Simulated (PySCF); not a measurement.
F5V, SMILES [F][V-]([F])([F])([F])[F] (connectivity only; charge and spin as stated), charge -1, multiplicity 2.

Geometry optimised at B3LYP-D3(BJ)/def2-SVPD. A frequency run showed that this geometry is not a minimum. The multiplicity is an assumed one; other spin states were not compared.

Computed with PBE/def2-SVPD run with PySCF.

 A positive occupied level means that this level leaves the electron formally unbound; only the finite basis holds it.

Computed frontier levels, dipole moment and polarisability:
| Quantity | Result |
|---|---|
| α spin, highest occupied and lowest empty level | 0.00 and 0.26 eV |
| β spin, highest occupied and lowest empty level | -3.36 and 0.78 eV |
| dipole moment about the centre of nuclear charge | 0.51 D |
| mean static polarisability | 50.6 bohr³ (7.50 Å³) |
| polarisability, principal values | 45.0, 51.9, 55.0 bohr³ |
| ⟨S²⟩ | 0.754 (pure state 0.75) |
